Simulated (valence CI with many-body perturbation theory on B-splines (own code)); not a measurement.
Missing levels of N⁺

Method: valence CI with perturbative core correlation (CI+MBPT): four valence electrons over a frozen Dirac-Fock core [He], a basis of 11 s, 11 p, 9 d, 7 f, 5 g, 2 h, 1 i functions for each j, with the one-electron correlation potential Σ1, the two-electron term Σ2, the three-electron term Σ3, Breit, model QED; selected CI, second order for the rest, scaled by the run's own slope (own B-spline code, finite nucleus).

Set against measurement, 39 paired levels are off by 56 cm⁻¹ on average, the worst by 162. These come from a selection out of the NIST Handbook of Basic Atomic Spectroscopic Data. Levels without a partner in it may be off by more. Among the levels kept, up to 670 cm⁻¹ of a level comes from second order outside the variational space, and about a tenth of that is noise between levels of different J, which matters for small intervals.

| Level | E (cm⁻¹) |
| --- | --- |
| 2s2 2p2 3P_0 | 0.0 |
| 2s2 2p2 3P_1 | 48.6 |
| 2s2 2p2 3P_2 | 132 |
| 2s2 2p2 1D_2 | ? |
| 2s2 2p2 1S_0 | 32810 |
| 2s 2p3 5S°_2 | 46685 |
| 2s 2p3 3D°_3 | 92254 |
| 2s 2p3 3D°_2 | 92270 |
| 2s 2p3 3D°_1 | ? |
| 2s 2p3 3P°_2 | ? |
| 2s 2p3 3P°_1 | 109281 |
| 2s 2p3 3P°_0 | 109284 |
| 2s 2p3 1D°_2 | 144290 |
| 2s2 2p 3s 3P°_0 | 148849 |
| 2s2 2p 3s 3P°_1 | ? |
| 2s2 2p 3s 3P°_2 | 149019 |
| 2s2 2p 3s 1P°_1 | ? |
| 2s 2p3 3S°_1 | ? |
| 2s2 2p 3p 1P_1 | 164550 |
| 2s2 2p 3p 3D_1 | 166465 |

(1) The levels stand in rising order. What does the calculation give for the missing energies?

## Answers

(1) 2s2 2p2 1D_2 15382; 2s 2p3 3D°_1 92272; 2s 2p3 3P°_2 109280; 2s2 2p 3s 3P°_1 148884; 2s2 2p 3s 1P°_1 149139; 2s 2p3 3S°_1 155252.
